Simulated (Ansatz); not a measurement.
`FC1C=CC1(F)F`, charge 0, multiplicity 1.

Question: Give a relaxed structure at PBE0-D4/def2-TZVP (Ansatz 0.2.0). (Estimate.)

Answer: Ansatz gave: 
```xyz
10

F    -1.923   -0.467   -0.637
C    -0.945    0.200    0.046
C    -0.099   -0.631    0.974
C     1.050   -0.390    0.339
C     0.382    0.413   -0.737
F     0.785    1.698   -0.864
F     0.389   -0.122   -1.971
H    -1.372    1.117    0.460
H    -0.356   -1.187    1.866
H     2.088   -0.632    0.524
```
This is one stationary point; other conformers may exist.
